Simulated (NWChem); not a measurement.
Everything below was run with NWChem. System: HSe, charge 0, spin multiplicity 2, at a geometry optimised with UPBE0/def2-SVP. The structure started from a generated list of species. Its SCF solution wasn't tested for a lower state. Level: UHF/STO-3G.

The NWChem input:

```
start mol
memory heap 200 mb stack 900 mb global 1100 mb
geometry units angstroms nocenter noautoz
  Se     0.000000     0.000000     0.042100
  H      0.000000     0.000000    -1.431392
  symmetry group C2v
end
basis spherical
  * library sto-3g
end
scf
  uhf
  nopen 1
  maxiter 100
  thresh 1e-7
  semidirect memsize 60000000 filesize 0
  # guess.movecs holds the orbitals of an unrestricted PBE0 run
  vectors input guess.movecs output mol.movecs
end
task scf energy
```

NWChem printed:

```
             Northwest Computational Chemistry Package (NWChem) 7.3.0
             --------------------------------------------------------

                                NWChem Input Module
                                -------------------

 Scaling coordinates for geometry "geometry" by  1.889725989
 (inverse scale =  0.529177249)

 Turning off AUTOSYM since
 SYMMETRY directive was detected!

                             Geometry "geometry" -> ""
                             -------------------------

 Output coordinates in angstroms (scale by  1.889725989 to convert to a.u.)

  No.       Tag          Charge          X              Y              Z
 ---- ---------------- ---------- -------------- -------------- --------------
    1 Se                  34.0000     0.00000000     0.00000000     0.04210000
    2 H                    1.0000     0.00000000     0.00000000    -1.43139200

 Effective nuclear repulsion energy (a.u.)      12.2104676958

            Nuclear Dipole moment (a.u.)
            ----------------------------
        X                 Y               Z
 ---------------- ---------------- ----------------
     0.0000000000     0.0000000000     0.0000151178

      Symmetry information
      --------------------

 Group name             C2v
 Group number             16
 Group order               4
 No. of unique centers     2

      Symmetry unique atoms

     1    2


 Summary of "ao basis" -> "" (spherical)
 ------------------------------------------------------------------------------
       Tag                 Description            Shells   Functions and Types
 ---------------- ------------------------------  ------  ---------------------
 *                           sto-3g                   on all atoms

 Summary of "ao basis" -> "ao basis" (spherical)
 ------------------------------------------------------------------------------
       Tag                 Description            Shells   Functions and Types
 ---------------- ------------------------------  ------  ---------------------
 Se                          sto-3g                  8       18   4s3p1d
[...]
    10      0.620719  1 Se s                 13      0.582500  1 Se pz
    19     -0.526540  2 H  s                  9     -0.189964  1 Se pz

 Vector   17  Occ=1.000000D+00  E=-2.518663D-01  Symmetry=b1
              MO Center= -2.1D-18, -2.6D-18,  4.2D-02, r^2= 1.3D+00
   Bfn.  Coefficient  Atom+Function         Bfn.  Coefficient  Atom+Function
  ----- ------------  ---------------      ----- ------------  ---------------
    11      1.024016  1 Se px                 7     -0.288133  1 Se px

 Vector   18  Occ=0.000000D+00  E= 1.373944D-01  Symmetry=b2
              MO Center= -1.1D-18, -5.2D-18,  4.2D-02, r^2= 1.3D+00
   Bfn.  Coefficient  Atom+Function         Bfn.  Coefficient  Atom+Function
  ----- ------------  ---------------      ----- ------------  ---------------
    12      1.023906  1 Se py                 8     -0.290660  1 Se py

 Vector   19  Occ=0.000000D+00  E= 4.308585D-01  Symmetry=a1
              MO Center=  1.3D-18, -4.7D-19, -7.5D-01, r^2= 1.5D+00
   Bfn.  Coefficient  Atom+Function         Bfn.  Coefficient  Atom+Function
  ----- ------------  ---------------      ----- ------------  ---------------
    19      1.072663  2 H  s                 13      1.013331  1 Se pz
    10     -0.518217  1 Se s                  9     -0.235265  1 Se pz

 center of mass
 --------------
 x =   0.00000000 y =   0.00000000 z =   0.04444648

 moments of inertia (a.u.)
 ------------------
           7.715557760953           0.000000000000           0.000000000000
           0.000000000000           7.715557760953           0.000000000000
           0.000000000000           0.000000000000           0.000000000000

  Mulliken analysis of the total density
  --------------------------------------

    Atom       Charge   Shell Charges
 -----------   ------   -------------------------------------------------------
    1 Se  34    33.98   2.00  2.00  6.00  2.00  5.97  1.92  4.09 10.00
    2 H    1     1.02   1.02

  Mulliken analysis of the alpha density
  --------------------------------------

    Atom       Charge   Shell Charges
 -----------   ------   -------------------------------------------------------
    1 Se  34    17.52   1.00  1.00  3.00  1.00  2.99  0.97  2.56  5.00
    2 H    1     0.48   0.48

   Mulliken analysis of the beta density
   -------------------------------------

    Atom       Charge   Shell Charges
 -----------   ------   -------------------------------------------------------
    1 Se  34    16.46   1.00  1.00  3.00  1.00  2.98  0.95  1.53  5.00
    2 H    1     0.54   0.54

   Mulliken analysis of the spin density
   -------------------------------------

    Atom       Charge   Shell Charges
 -----------   ------   -------------------------------------------------------
    1 Se  34     1.07   0.00  0.00  0.00  0.00  0.01  0.02  1.03 -0.00
    2 H    1    -0.07  -0.07

       Multipole analysis of the density wrt the origin
       ------------------------------------------------

     L   x y z        total         alpha         beta         nuclear
     -   - - -        -----         -----         ----         -------
     0   0 0 0     -0.000000    -18.000000    -17.000000     35.000000

     1   1 0 0      0.000000      0.000000      0.000000      0.000000
     1   0 1 0     -0.000000     -0.000000     -0.000000      0.000000
     1   0 0 1     -0.429496     -0.306264     -0.123248      0.000015

     2   2 0 0    -13.681995     -7.327204     -6.354791      0.000000
     2   1 1 0     -0.000000     -0.000000     -0.000000      0.000000
     2   1 0 1     -0.000000     -0.000000     -0.000000      0.000000
     2   0 2 0    -11.800606     -7.327212     -4.473394      0.000000
     2   0 1 1      0.000000     -0.000000      0.000000      0.000000
     2   0 0 2    -12.039968    -10.070293     -9.501568      7.531892

 Task  times  cpu:        0.1s     wall:        0.1s

 Total times  cpu:        0.1s     wall:        0.1s
```
